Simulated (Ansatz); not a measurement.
Computed with Ansatz on PBE0-D4/def2-TZVP structures; ΔE is electronic, products minus reactants. CCSD(T)/CBS adds triple-zeta CCSD(T) − MP2 to the extrapolated MP2 energy (def2 sets, frozen cores). Functionals use def2-TZVPP. One conformer a species, not always the lowest.

Consider the cleavage of the B–Si bond: `CO[SiH2]BO` + `O[SiH2][SiH3]` → `OBO[SiH2][SiH3]` + `CO[SiH3]`.

`CO[SiH2]BO`:

```xyz
12

C    -1.673   -0.688    0.891
O    -0.427   -0.117    0.568
Si    0.198   -0.067   -0.972
B     1.952    0.877   -0.603
O     2.165    1.206    0.687
H    -1.833   -0.591    1.966
H    -1.703   -1.752    0.629
H    -2.491   -0.178    0.370
H     0.319   -1.454   -1.517
H    -0.743    0.658   -1.880
H     2.808    1.173   -1.388
H     1.428    0.932    1.251
```

`O[SiH2][SiH3]`:

Cartesian coordinates in Å:
```
O 0.744 0.812 -1.754
Si 0.870 -0.242 -0.486
Si -0.860 0.028 1.078
H -0.057 0.781 -2.279
H 0.865 -1.659 -0.957
H 2.187 0.043 0.136
H -0.725 -0.980 2.165
H -2.182 -0.171 0.418
H -0.841 1.388 1.679
```

`OBO[SiH2][SiH3]`:

```xyz
12

O    -2.823   -1.003    0.925
B    -1.623   -0.659    0.406
O    -0.816    0.224    1.057
Si    0.680    0.837    0.689
Si    1.531    0.002   -1.331
H    -2.999   -0.558    1.761
H    -1.302   -1.156   -0.637
H     0.556    2.317    0.624
H     1.594    0.498    1.812
H     1.691   -1.476   -1.278
H     0.646    0.354   -2.473
H     2.867    0.620   -1.554
```

`CO[SiH3]`:

Cartesian coordinates in Å:
```
C -0.346 1.315 0.067
O 0.505 0.351 -0.508
Si 0.406 -1.244 -0.133
H -1.398 1.111 -0.163
H -0.085 2.291 -0.344
H -0.229 1.356 1.157
H 1.447 -1.929 -0.933
H -0.942 -1.785 -0.465
H 0.642 -1.465 1.322
```

```
             level  ΔE (kJ/mol)  difference from CCSD(T)/CBS
            PBE-D4       -143.3                         15.8
           PBE0-D4       -151.5                          7.6
           ωB97X-V       -157.9                          1.2
           ωB97M-V       -162.2                         -3.1
               PBE       -142.9                         16.2
SCS-MP2/def2-TZVPP       -167.8                         -8.7
CCSD(T)/def2-TZVPP       -161.4                         -2.3
    MP2/def2-QZVPP       -165.3                         -6.2
      HF/CBS(def2)       -186.4                        -27.3
    CCSD/CBS(def2)       -161.8                         -2.7
       CCSD(T)/CBS       -159.1                            0
```

Largest T1 diagnostic among the species: 0.013.

In def2-TZVPP, CCSD(T) changes the Hartree–Fock value by +23.7 kJ/mol (the triples alone add +2.8 kJ/mol) and MP2 by +18.8 kJ/mol. From PBE to PBE0 (25 % exact exchange), in def2-TZVPP and without D4, ΔE moves by −8.2 kJ/mol.
